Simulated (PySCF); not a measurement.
C3H12OSi2, SMILES CC[SiH2]C[SiH2]O. The structure is a stationary point at PBE-D3(BJ)/def2-SVP. This is a generated structure with no PubChem entry under its InChIKey; it may be hypothetical. One conformer was computed; it need not be the lowest.

Computed equilibrium geometry at PBE-D3(BJ)/def2-SVP (PySCF confirms it by a frequency run) as Cartesian coordinates in Å (one conformer of several):
```xyz
18

C     -3.4434    -0.4785    -0.4682
C     -2.0518     0.1552    -0.3398
Si    -0.8807    -0.7769     0.8284
C      0.7928     0.1043     0.9929
Si     1.6668     0.4403    -0.6438
O      3.2961     0.8371    -0.4618
H     -3.9611    -0.5276     0.5123
H     -3.3844    -1.5163    -0.8572
H     -4.0973     0.0943    -1.1579
H     -1.5601     0.2220    -1.3357
H     -2.1295     1.2041     0.0232
H     -1.5278    -0.9051     2.1866
H     -0.6530    -2.1719     0.3012
H      0.6391     1.0603     1.5399
H      1.4550    -0.5294     1.6227
H      0.9191     1.5354    -1.3687
H      1.6751    -0.8003    -1.4868
H      3.4641     1.6643     0.0215
```
Charge 0, spin multiplicity 1.
